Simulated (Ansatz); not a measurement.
Compare A (`[SiH3][SiH2]O[SiH2]S`) with its isomer B (`O[SiH](S)[SiH2][SiH3]`).

Gas-phase electronic energies from Ansatz, PBE0-D4/def2-TZVP geometries. CCSD(T)/CBS is the MP2 limit (def2-TZVPP, def2-QZVPP) plus CCSD(T) − MP2 in def2-TZVPP, frozen cores. Functionals use def2-TZVPP. B3LYP here is the variant with VWN-RPA as its local correlation; programs differ in this. Each species was taken in one conformer, which may not be the lowest.

A:

```xyz
13

Si    1.980   -1.026   -0.214
Si    0.236   -0.007   -1.407
O    -1.194   -0.088   -0.589
Si   -1.772    0.169    0.915
S    -0.837    1.824    1.880
H     1.686   -2.468    0.012
H     3.241   -0.913   -0.997
H     2.170   -0.367    1.107
H     0.573    1.417   -1.681
H     0.030   -0.695   -2.708
H    -3.229    0.388    0.788
H    -1.461   -0.982    1.796
H    -1.422    2.748    1.097
```

B:

Z-matrix (Å, degrees):
```
Si
S 1 2.149
Si 1 2.333 2 107.4
O 1 1.647 2 113.0 3 -119.0
H 1 1.489 2 105.2 3 119.7
H 2 1.343 1 94.6 3 -141.5
Si 3 2.339 1 108.3 2 59.8
H 3 1.490 1 110.2 2 -179.3
H 3 1.490 1 109.2 2 -59.9
H 4 0.960 1 117.6 2 -48.6
H 7 1.488 3 109.7 1 52.0
H 7 1.488 3 110.8 1 171.9
H 7 1.486 3 109.9 1 -67.6
```

Problem. Which is lower in electronic energy at CCSD(T)/CBS, and by how much? (Estimate.)

Solution. Ansatz gave: A, by 95.8 kJ/mol.

Problem. Give E(B) − E(A) in kJ/mol with CCSD(T)/def2-TZVPP, B3LYP-D4, PBE-D4, PBE0-D4, B3LYP, HF/def2-TZVPP, CCSD/def2-TZVPP. (Best estimate.)

Solution. Ansatz gave: CCSD(T)/def2-TZVPP 96.6, B3LYP-D4 97.6, PBE-D4 70.8, PBE0-D4 78.9, B3LYP 97.1, HF/def2-TZVPP 123.9, CCSD/def2-TZVPP 100.6. None reverses the order clearly.

Largest T1 diagnostic: 0.013.

From PBE to PBE0 (25 % exact exchange), in def2-TZVPP and without D4, E(B) − E(A) moves by +8.1 kJ/mol. In def2-TZVPP, CCSD(T) changes the Hartree–Fock value by −27.3 kJ/mol (the triples alone add −4.1 kJ/mol) and MP2 by −22.7 kJ/mol.
